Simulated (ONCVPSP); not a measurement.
## What one change does to a pseudopotential (cerium (Ce), ONCV)

```
Element                 : Ce (Z = 58)
Generator               : ONCVPSP 4.0.1
Type                    : optimised norm-conserving Vanderbilt (ONCV)
Functional              : PBEsol
Relativity              : scalar-relativistic
Frozen core             : [Kr] 4d10
Valence charge          : 12
Reference configuration : 4f1 5s2 5p6 5d1.5 6s1.5
Partial waves           : 5s+6s: rc 2.70 bohr, ncon 4, nbas 8, qcut 3.4 1/bohr, 2 projectors; 5p: rc 2.70 bohr, ncon 3, nbas 7, qcut 4.5 1/bohr, 1 projector; 5d: rc 3.45 bohr, ncon 4, nbas 9, qcut 4.7 1/bohr, 2 projectors, debl 1.3 Ha; 4f: rc 0.90 bohr, ncon 4, nbas 9, qcut 13.5 1/bohr, 3 projectors, debl 1.2 Ha
Local potential         : polynomial inside 0.85 bohr (lpopt 4, dvloc0 2 Ha)
Core correction         : Teter function, fcfact 4.25, rcfact 1.65
```

All-electron outer shells of the reference configuration (PBEsol, scalar-relativistic, ld1.x):

| shell | level (eV) | outermost node (bohr) | outermost maximum (bohr) |
| --- | --- | --- | --- |
| 4d | -109.54 | 0.31 | 0.66 |
| 5s | -39.78 | 0.75 | 1.37 |
| 5p | -22.45 | 0.81 | 1.55 |
| 4f | -4.58 | – | 0.71 |
| 6s | -3.49 | 1.82 | 3.77 |
| 5d | -2.57 | 0.92 | 2.20 |

Change: core correction polynomial model core, fcfact 0.15.

Cutoffs: the cutoffs (Ha) at which the residual kinetic energy of the hardest occupied pseudo-wave falls to 1 and 0.1 mHa per electron; they do not see the model core or the augmentation charge, which bear on the density cutoff. Errors are all-electron minus pseudo energies relative to the spin-unpolarised reference configuration.

How do hardness, ghosts and transferability respond?

The potential gets neither clearly harder nor softer (369 Ha and 443 Ha → 369 Ha and 443 Ha); both files keep a bound ghost (p, s); of the 3 tests that both files solve, the error grows in 0 and shrinks in 2 by more than 15 % and 0.3 meV (median size 2.2 → 1.2 meV). A model core, the more so a compact one, raises the density cutoff, which this test does not measure.

```tsv
quantity	base	changed
cutoff, loose	369 Ha	369 Ha
cutoff, tight	443 Ha	443 Ha
bound ghosts	s, p	s, p
GHOST(+) flags under 300 eV	d at 128.9 eV, f at 131.9 eV	d at 128.9 eV, f at 131.9 eV
tests counted as reliable (solved cleanly; for ONCVPSP, near-neutral configurations with less than one 5d electron left out)	3 of 4	3 of 4
error for 4f1 5s2 5p6 5d1 6s2, meV [ΔE -0.40 eV]	-2.2	-1.2
error for 4f1 5s2 5p6 5d1 6s1, meV [ΔE 5.70 eV]	-0.5	-0.2
error for 4f1 5s2 5p6 5d1 6s0, meV [ΔE 16.74 eV]	-6.9	-4.4
s: phases at 2.74 bohr within 0.05 rad from the reference energy up to (Ha; the scan ends near 5)	2.4	2.4
p: phases at 2.74 bohr within 0.05 rad from the reference energy up to (Ha; the scan ends near 5)	0.4	0.4
d: phases at 3.50 bohr within 0.05 rad from the reference energy up to (Ha; the scan ends near 5)	3.2	3.2
f: phases at 0.91 bohr within 0.05 rad from the reference energy up to (Ha; the scan ends near 5)	to the end of the scan	to the end of the scan
rms error of d²Exc/dni dnj with the model core, mHa	4.95	4.19
```

 A true bound ghost makes a file unfit for plane-wave use even where its test errors are small: the radial tests pick states by their node count and pass the ghost by.
